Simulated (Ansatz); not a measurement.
Reaction (ligand exchange at the Si–C bond): `[SiH3]C#CS[SiH3]` + `O[BH][AlH2]` → `[AlH2][BH]O[SiH3]` + `C#CS[SiH3]`

Gas-phase electronic energies from Ansatz, PBE0-D4/def2-TZVP geometries. CBS: MP2 limit from def2 TZ/QZ plus the TZ coupled-cluster correction, frozen cores. DFT in def2-TZVPP. Each species was taken in one conformer, which may not be the lowest.

`[SiH3]C#CS[SiH3]`:

Cartesian coordinates in Å:
```
Si 0.362 -0.327 -2.664
C -0.229 0.345 -1.084
C -0.622 0.793 -0.026
S -1.181 1.433 1.419
Si -0.136 0.039 2.694
H 1.125 0.709 -3.402
H -0.791 -0.767 -3.489
H 1.245 -1.490 -2.394
H 1.323 0.164 2.475
H -0.506 0.441 4.073
H -0.591 -1.340 2.399
```

`O[BH][AlH2]`:

Cartesian coordinates in Å:
```
O 1.126 0.814 1.026
B 0.205 0.729 0.031
Al -0.669 -1.179 -0.423
H 1.466 1.704 1.164
H -0.077 1.752 -0.554
H -0.030 -2.154 -1.512
H -2.022 -1.665 0.269
```

`[AlH2][BH]O[SiH3]`:

Cartesian coordinates in Å:
```
Al -2.588 0.030 0.375
B -0.449 0.024 0.605
O 0.350 -0.019 -0.491
Si 2.003 -0.035 -0.650
H -3.412 1.389 0.245
H -3.431 -1.325 0.358
H 0.107 0.058 1.685
H 2.641 0.011 0.690
H 2.381 -1.279 -1.363
H 2.396 1.146 -1.455
```

`C#CS[SiH3]`:

Cartesian coordinates in Å:
```
C -1.305 -1.901 0.375
C -0.472 -1.337 -0.288
S 0.692 -0.585 -1.240
Si 0.757 1.254 -0.119
H -2.040 -2.400 0.960
H -0.574 1.903 -0.139
H 1.177 0.979 1.275
H 1.765 2.086 -0.822
```

Q: Is it downhill or uphill in electronic energy at CCSD(T)/CBS, and by how much? (Estimate.)

A: Computed: Downhill: ΔE = -38.5 kJ/mol.

Q: What do these levels give: r2SCAN-D4, ωB97M-V, PBE, HF/def2-TZVPP, CCSD/def2-TZVPP, MP2/CBS(def2)? (An estimate is asked.)

A: Ansatz gave: r2SCAN-D4 -31.1, ωB97M-V -38.5, PBE -23.1, HF/def2-TZVPP -53.1, CCSD/def2-TZVPP -40.3, MP2/CBS(def2) -36.5 kJ/mol.

Largest T1 diagnostic among the species: 0.014.

From PBE to PBE0 (25 % exact exchange), in def2-TZVPP and without D4, ΔE moves by −5.3 kJ/mol. In def2-TZVPP, CCSD(T) changes the Hartree–Fock value by +16.2 kJ/mol (the triples alone add +3.4 kJ/mol) and MP2 by +18.3 kJ/mol.
